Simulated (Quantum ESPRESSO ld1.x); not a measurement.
The numbers below are computed, except where a source is named.
Q: The mean radii <r> (bohr) of the occupied orbitals of an atom or ion are listed with their occupations. Level of theory: scalar-relativistic Kohn-Sham, PBE, spin-unpolarised, spherical densities, point nucleus (ld1.x of Quantum ESPRESSO 7.5).

| orbital | occ. | <r> |
|---|---|---|
| 1s | 2 | 0.07305 |
| 2s | 2 | 0.3435 |
| 2p | 6 | 0.3077 |
| 3s | 2 | 1.061 |
| 3p | 6 | 1.142 |
| 4s | 2 | 3.160 |

Name the element and its charge.

A: Z = 21, scandium, charge +1: Sc+ in [Ar] 4s2. The 1s radius gives Z: for a bare nucleus <r> = (2 gamma + 1)/(2Z) with gamma = sqrt(1 - (Z/c)^2), 0.07087 bohr for Z = 21, and screening makes it slightly larger (0.07305 here). The occupations add up to 20, and the charge is Z minus that.
